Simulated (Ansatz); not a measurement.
Start from `CC(C)[S][Al]([CH3])[CH3]` and change one atom or group to get `CC(C)S[SiH3]`.

Ansatz, PBE0-D4/def2-TZVP geometries, multiplicity 1. Each molecule was computed in one conformer, which needn't be the lowest.

```tsv
property	`CC(C)[S][Al]([CH3])[CH3]`
HOMO energy (PBE0/def2-TZVPP) / eV	-6.83
LUMO energy (PBE/def2-TZVPP) / eV	-1.11
LUMO energy (PBE0/def2-TZVPP) / eV	-0.34
HOMO–LUMO gap (PBE0/def2-TZVPP) / eV	6.49
HOMO–LUMO gap (ωB97M-V/def2-TZVPP) / eV	10.25
HOMO–LUMO gap (PBE/def2-TZVPP) / eV	4.58
```

Task: Give the same properties after the change, and the shifts. (An estimate is asked.)

Result: Computed: 
```json
{"property": "HOMO energy (PBE0/def2-TZVPP) / eV", "`CC(C)S[SiH3]`": "-6.90", "shift": "-0.07"}
{"property": "LUMO energy (PBE/def2-TZVPP) / eV", "`CC(C)S[SiH3]`": "-0.67", "shift": "0.44"}
{"property": "LUMO energy (PBE0/def2-TZVPP) / eV", "`CC(C)S[SiH3]`": "0.22", "shift": "0.56"}
{"property": "HOMO–LUMO gap (PBE0/def2-TZVPP) / eV", "`CC(C)S[SiH3]`": "7.11", "shift": "0.62"}
{"property": "HOMO–LUMO gap (ωB97M-V/def2-TZVPP) / eV", "`CC(C)S[SiH3]`": "11.03", "shift": "0.78"}
{"property": "HOMO–LUMO gap (PBE/def2-TZVPP) / eV", "`CC(C)S[SiH3]`": "5.03", "shift": "0.45"}
```

With PBE0 the HOMO falls by 0.07 eV and the LUMO rises by 0.56 eV, so the gap widens by about 0.63 eV. PBE moves the HOMO by -0.03 eV and ωB97M-V by -0.08 eV.
